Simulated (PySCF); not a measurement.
Cl₃Sb (SMILES [Cl][Sb]([Cl])[Cl]), singlet, at a GFN2-xTB geometry (all electrons, no relativity), with bond 2-1 at 1.6 times its length. Base run: B3LYP/STO-3G in PySCF.

Geometry (Å):
```xyz
4

Sb     0.0048    -0.0008     0.6193
Cl    -2.8192    -1.5445    -1.3424
Cl     0.0360     2.0042    -0.6171
Cl     1.7097    -1.0362    -0.6340
```
Charge 0, spin multiplicity 1.
All else is at PySCF's defaults.
Base energy -7618.99472 Eh.

Variants of this job, named by their change:

```csv
change,ΔE vs base (µEh),SCF cycles,outcome
base,0.0,14,converged
DIIS = EDIIS,-,50,not converged
conv_tol = 1e-11,0.0,18,converged
conv_tol = 1e-6,-,12,not converged
conv_tol = 1e-7,0.0,14,converged
init_guess = atom,-,26,not converged
init_guess = sap,0.0,17,converged
conv_tol_grad = 1e-7,0.0,16,converged
init_guess = mod_huckel,0.0,20,converged
conv_tol = 1e-4,501,10,converged
conv_tol = 1e-12,-,50,not converged
diis_space = 4,0.0,14,converged
diis = off; damp = 0.6 (with mf.diis_start_cycle = 200; with mf.max_cycle = 150),-,150,not converged
```
